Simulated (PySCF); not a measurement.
**[IrH2]+: one-bond stretch**

All numbers come from UPBE0 in PySCF with Ir def2-TZVP with ECP60, H def2-TZVP; scalar-relativistic core potentials, no spin–orbit coupling; density-fitted integrals.

Rigid scan from the triplet minimum (Ir–H 1.543 Å (×2); H–Ir–H 67.8°). Coordinate: the bond from Ir to the last atom (H) scaled, the rest fixed. Energies in kJ/mol from the minimum.

Q: Predict the curve at 0.92, 0.96, 1.00, 1.05, 1.12, 1.20, 1.35, 1.55, 1.80, 2.20.

A: 
| scale of one bond | E (kJ/mol) | dipole size (D, about the centre of mass) | ⟨S²⟩ |
| --- | --- | --- | --- |
| 0.92 | 18.8 | 0.64 | 2.00 |
| 0.96 | 4.3 | 0.60 | 2.01 |
| 1.00 | 0.0 | 0.55 | 2.01 |
| 1.05 | 5.3 | 0.48 | 2.01 |
| 1.12 | 26.1 | 0.38 | 2.01 |
| 1.20 | 61.0 | 0.31 | 2.02 |
| 1.35 | 137.0 | 0.50 | 2.07 |
| 1.55 | 219.3 | – | 2.43 |
| 1.80 | 270.4 | – | 2.74 |
| 2.20 | 301.2 | – | 2.91 |

Spin contamination is strong at 1.55, 1.80, 2.20, so these points are less reliable.

Other spin states or occupations of the open shell can lie lower. No spin–orbit coupling is included, which matters more the heavier the element.

Other isomers or separated fragments may lie lower.
